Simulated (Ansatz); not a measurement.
Species, as SMILES: [AsH2] (AsH2), doublet.
Atoms: As1, H2, H3. Bonds: As1-H2, As1-H3.

Basis-set convergence of the highest harmonic wavenumber at HF with Ansatz (a first-principles code). Each level at its own minimum, finite differences of forces, unscaled; the reference is a large set that could be run, not a limit. All functions are spherical. The program fits the integrals of some runs and decomposes those of others, by size. Open shells are unrestricted. No added dispersion term, no relativity. Reference: the value in pcseg-3, 2304 cm⁻¹, itself unsure by roughly 2 cm⁻¹ (its mean distance from cc-pVQZ, aug-pcseg-2, aug-cc-pVTZ). Deviations are taken from unrounded values.

| basis | functions | highest harmonic wavenumber (cm⁻¹) |
|---|---|---|
| cc-pVDZ | 37 | 2315 |
| aug-cc-pVDZ | 54 | 2310 |
| pcseg-1 | 37 | 2306 |
| aug-pcseg-1 | 54 | 2310 |
| def2-SVP | 42 | 2325 |
| def2-SVPD | 54 | 2323 |
| def2-TZVP | 60 | 2308 |
| def2-TZVPD | 72 | 2310 |
| cc-pVTZ | 71 | 2305 |
| aug-cc-pVTZ | 105 | 2305 |
| pcseg-2 | 71 | 2305 |
| aug-pcseg-2 | 105 | 2306 |
| def2-TZVPP | 76 | 2301 |
| def2-TZVPPD | 88 | 2303 |

What the diffuse functions change, pair by pair:
- cc-pVDZ to aug-cc-pVDZ: 17 more functions, deviation 10 to 6 cm⁻¹
- pcseg-1 to aug-pcseg-1: 17 more functions, deviation 2 to 5 cm⁻¹
- def2-SVP to def2-SVPD: 12 more functions, deviation 20 to 19 cm⁻¹
- def2-TZVP to def2-TZVPD: 12 more functions, deviation 3 to 6 cm⁻¹
- cc-pVTZ to aug-cc-pVTZ: 34 more functions, deviation 1 to 1 cm⁻¹
- pcseg-2 to aug-pcseg-2: 34 more functions, deviation 1 to 2 cm⁻¹
- def2-TZVPP to def2-TZVPPD: 12 more functions, deviation -4 to -2 cm⁻¹

They bring the value nearer the reference by more than 2 cm⁻¹ in 2 of 7 pairs.
